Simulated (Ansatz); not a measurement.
Input for Ansatz (an electronic-structure program): R-B3LYP/def2-TZVPP on BrHSn (SMILES [Br][SnH]), atoms moved off the minimum. Elements past Kr take the def2 small-core potentials; no spin–orbit coupling.

Ansatz 0.2 input:
```yaml
crystal:
  periodic: [false, false, false]
  atoms:
    - {symbol: Sn, position_ang: [-0.66534693, -0.49914089, 0.64700890]}
    - {symbol: H, position_ang: [-1.80176814, -1.15058526, -0.53153375]}
    - {symbol: Br, position_ang: [0.85656663, 0.71605543, -0.94373210]}
basis:
  gaussian:
    orbitals: def2-TZVPP
hamiltonian:
  xc: {name: B3LYP}
scf: {lower_state_search: off}
output: {forces: true}
```

Program output:

```
WARN ansatz: RAYON_NUM_THREADS=1 ignored (pool sized by the plan → 1); use --threads N
Functional definition: B3LYP
these checks for a lower state are left out or cut short: stability, starts, cluster_reference, orbital_swaps, neighbouring_geometries, increment
integrals: 0.04 GiB planned
904 factors; their error is unknown
mean field: 0.38 GiB planned
mean field evaluation 1: about -75896.8040 eV, gradient 1.5e1 eV
mean field evaluation 2: about -75896.3375 eV, gradient 2.0e1 eV
mean field evaluation 4: about -75897.6050 eV, gradient 9.7e-1 eV
mean field evaluation 8: about -75898.0184 eV, gradient 9.9e-2 eV
mean field evaluation 16: about -75898.0184 eV, gradient 9.0e-4 eV
mean field -75898.01842615 eV, -2789.2007316365 hartree, gradient 7.7e-6 eV, S^2 0.000000; 0 other end points of the search recorded, 0 dependent functions left out
the calculation of the forces begins
reference -75898.01864146 eV, -2789.2007395488 hartree; 29, 29 occupied and 83, 83 virtual orbitals, 904 factors
Total energy: -75898.01864146 eV, -2789.2007395488 hartree
Atom 0 at    -0.665347    -0.499141     0.647009 Å, force    -0.054241    -0.108686     0.661124 eV/Å
Atom 1 at    -1.801768    -1.150585    -0.531534 Å, force    -0.099580    -0.032495    -0.330599 eV/Å
Atom 2 at     0.856567     0.716055    -0.943732 Å, force     0.153821     0.141181    -0.330525 eV/Å
Dipole moment:    -0.258120    -0.219338     0.392183 e Å
Checks for a lower state left out: stability, starts, cluster_reference, orbital_swaps, neighbouring_geometries, increment
```

The run converged.

Cost: around 2.1 core-seconds (rough).
